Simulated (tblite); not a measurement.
Species: C₆H₁₀BClO.
Geometry (GFN2-xTB, Å), atoms numbered from 1 in this order:
```
atom  x, y, z in Å
C1     2.7471   -0.4192   -0.0556
B2     1.2292   -0.4898    0.3158
C3     0.1860    0.5266   -0.3360
C4    -0.5827    1.3440    0.7164
O5    -1.3557    0.5423    1.5905
C6    -2.0369   -0.4517    0.9908
C7    -1.8810   -0.8547   -0.2681
C8    -0.8571   -0.2440   -1.1530
Cl9   -1.6694    0.8868   -2.3318
H10    3.2817    0.0495    0.7725
H11    2.9696    0.1623   -0.9468
H12    3.1963   -1.4043   -0.1660
H13    0.8476   -1.2820    1.0892
H14    0.6802    1.2458   -0.9953
H15   -1.2509    2.0491    0.2023
H16    0.1021    1.9057    1.3552
H17   -2.7342   -0.9184    1.6717
H18   -2.4943   -1.6444   -0.6666
H19   -0.3876   -0.9940   -1.7927
```

Level: GFN2-xTB in tblite, geometry and Hessian alike; calculated harmonic values, unscaled, isolated species. This tight-binding method is rough: wavenumbers can miss measured ones by several per cent, in bad cases by 10 to 20. Modes of hydrogen on boron can be 10 to 20 % off. One conformer, not necessarily the lowest. The optimisation stopped once no atom felt more than 0.01 eV/Å.

Lowest wavenumbers of the output (negative numbers stand for imaginary wavenumbers):
```
mode    cm-1
  1     -49.8
  2      35.1
  3      83.8
  4     135.7
  5     193.4
  6     201.6
  7     278.7
  8     301.5
```

Question: Is this structure a minimum?

Answer: Not by this Hessian. 1 mode is imaginary beyond 20i (50i cm⁻¹), so at this level the point lies at or near a first-order saddle. The curvature is small, so loose convergence or finite differences may be the whole cause.

Question: Which atoms move in the imaginary mode?

Answer: 50i: C1 (sp3 carbon bound to boron) 29 %, H11 (methyl hydrogen) 18 %, H10 (methyl hydrogen) 10 %. These are shares of the mass-weighted motion.

Question: What is the remedy?

Answer: Step along that mode in both directions, optimise again with tighter thresholds and repeat the frequencies. The zero-point energy of this point (92.9 kcal/mol) counts the 50 real modes alone, and thermal corrections from it aren't those of a minimum.
